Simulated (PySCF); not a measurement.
Species: C7H3F3.
Numbering: `[CH:1]#[C:2][C:3]#[C:4]/[CH:5]=[CH:6]\[C:7]([F:8])([F:9])[F:10]` (hydrogens: H11 on C1; H12 on C5; H13 on C6)

Cartesian coordinates in Å at the GFN2-xTB level; atoms count from 1:
```xyz
13
C7H3F3 angstrom
C      3.3858   -0.7162    1.8425
C      2.5168   -0.2691    1.1360
C      1.5427    0.2309    0.3413
C      0.6748    0.6831   -0.3757
C     -0.3242    1.1999   -1.2048
C     -1.5242    0.6342   -1.3719
C     -1.9101   -0.6271   -0.6688
F     -1.8694   -0.5171    0.6731
F     -1.1144   -1.6696   -0.9773
F     -3.1603   -1.0027   -0.9797
H      4.1388   -1.1086    2.4576
H     -0.0821    2.1137   -1.7326
H     -2.2786    1.0490   -2.0187
```

Method: TDDFT CAM-B3LYP/def2-SVPD, vertical, gas phase, core orbitals frozen in the response in PySCF.

Q: List the vertical singlet excitations with oscillator strengths and describe the spectrum.

A: 

```tsv
state	E (eV)	λ (nm)	f	|μ| (D)	symmetry	main configurations (H = HOMO, L = LUMO)
S1	3.93	315.3	0.0000	0.01	–	H-1→L (93%)
S2	4.35	285.2	0.176	3.27	A′	H→L (72%), H-1→L+1 (23%)
S3	4.71	263.3	0.0001	0.07	–	H→L+1 (93%)
S4	6.13	202.1	0.812	5.91	A′	H-1→L+1 (38%), H→L (21%), H→L+3 (19%)
S5	6.42	193.0	0.0000	0.03	–	H-3→L (51%), H-1→L+3 (41%)
S6	6.99	177.3	0.0031	0.34	A″	H→L+2 (51%), H-2→L+1 (35%)
S7	7.03	176.4	0.044	1.28	A′	H-2→L (65%), H→L+3 (22%)
S8	7.19	172.4	0.0010	0.19	–	H→L+2 (38%), H-2→L+1 (34%)
```

Triplets (Tamm–Dancoff): T1 2.79 eV, H→L (90%); T2 3.68 eV, H-1→L (85%); T3 4.02 eV, H-1→L+1 (87%).

The lowest singlet lies at 3.93 eV (315 nm, ultraviolet) and is dark (f under 0.0005); its leading configuration is HOMO-1→LUMO (93%). The most intense listed level is S4 at 6.13 eV (202 nm, f = 0.812), 2.20 eV above S1. Löwdin shares by element: HOMO carbon 71% or more (atoms not listed hold the other 29%); LUMO carbon 66% or more (atoms not listed hold the other 34%). Of the 8 states listed, 3 reach f = 0.01 and 3 stay under 0.0005. The listed states span 3.26 eV, and the widest gap between neighbours is 1.43 eV (S3 to S4). The oscillator strengths of these states sum to 1.036; summed over the whole spectrum of an exact calculation they would give the number of electrons, 72 (Thomas–Reiche–Kuhn). Symmetry labels in Cs follow from the direction of the transition dipole and are given only for states with f of 0.002 or more. Singlets were solved by full linear response, triplets in the Tamm–Dancoff approximation.
